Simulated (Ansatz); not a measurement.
Job for Ansatz (a program for electronic structure): U-SVWN5/def2-TZVPP on AlIn, 2S+1 = 3, a spin state set in the input, which need not be the lowest, a point of a bond scan (R = 2.896 Å). Elements past Kr take the def2 small-core potentials; no spin–orbit coupling.

Ansatz 0.2 input:
```yaml
crystal:
  periodic: [false, false, false]
  atoms:
    - {symbol: Al, position_ang: [0.00000000, 0.00000000, 0.00000000]}
    - {symbol: In, position_ang: [0.00000000, 0.00000000, 2.89568900]}
basis:
  gaussian:
    orbitals: def2-TZVPP
    pivot_positions_ang: [[0.00000000, 0.00000000, 0.00000000], [0.00000000, 0.00000000, 2.89568900]]
hamiltonian:
  xc: {name: SVWN5}
magnetization: {spin_polarized: true, initial_magnetization: 2}
output: {forces: true, orbitals: {seedname: ./end}}
```

The head of its log:

```
WARN ansatz: RAYON_NUM_THREADS=2 ignored (pool sized by the plan → 2); use --threads N
Functional definition: SVWN5
integrals: 0.02 GiB planned
657 factors; their error is unknown
mean field: 0.25 GiB planned
mean field evaluation 1: about -11732.5148 eV, gradient 7.8e0 eV
mean field evaluation 2: about -11732.5341 eV, gradient 7.6e0 eV
```

Q: Predict the final total energy.

A: -431.1732 hartree.
